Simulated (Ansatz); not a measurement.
Energy needed to pull apart CH2O2Si (SMILES O=C[SiH]=O), closed shell, into free ground-state atoms, from the structure below (at a frame of a short PBE0-D4/def2-SVP trajectory); no zero-point or spin–orbit terms; open-shell atoms are treated unrestricted, in their ground-state multiplicity.

O1  (-0.628, 1.773, -0.445)
C2  (-0.194, 0.682, -0.667)
Si3  (0.211, -0.664, 0.644)
O4  (0.738, -2.022, 0.246)
H5  (-0.067, 0.438, -1.750)
H6  (-0.115, -0.247, 2.001)
(Å)

Computed with Ansatz 0.2.0 (basis: def2-TZVPP); correlated methods freeze the cores.

| method | atomization energy (kJ/mol) |
| --- | --- |
| PBE-D4 | 2428 |
| r2SCAN-D4 | ? |
| PBE0-D4 | 2317 |
| wB97M-V | ? |
| HF | 1501 |
| MP2 | 2354 |
| CCSD | 2194 |
| CCSD(T) | 2256 |

**Question.** What does wB97M-V give? (To be estimated.)

**Answer.** By the calculation: 2342 kJ/mol, which is about 86 kJ/mol more than CCSD(T)/def2-TZVPP.

**Question.** What does r2SCAN-D4 give? (Judge from chemistry; the value comes from the calculation.)

**Answer.** By the calculation: 2345 kJ/mol, which is about 90 kJ/mol more than CCSD(T)/def2-TZVPP.

In triple zeta the MP2 and coupled-cluster atomization energies are still short of their basis limit by a few kcal/mol a bond, whereas those of the functionals are nearly converged, so these differences are not deviations from converged CCSD(T).

The T1 diagnostic stays at or below 0.021.

For scale, one of the runs: CCSD(T)/def2-TZVPP forces, 163 basis functions, launched by `ansatz run in.yaml --threads 1 --pin off --events-out ev --progress --plain --max-ram 4352MiB`. The run took 3.4 min on 1 CPU thread (shared host), with 2.2 GiB of host memory at its peak.
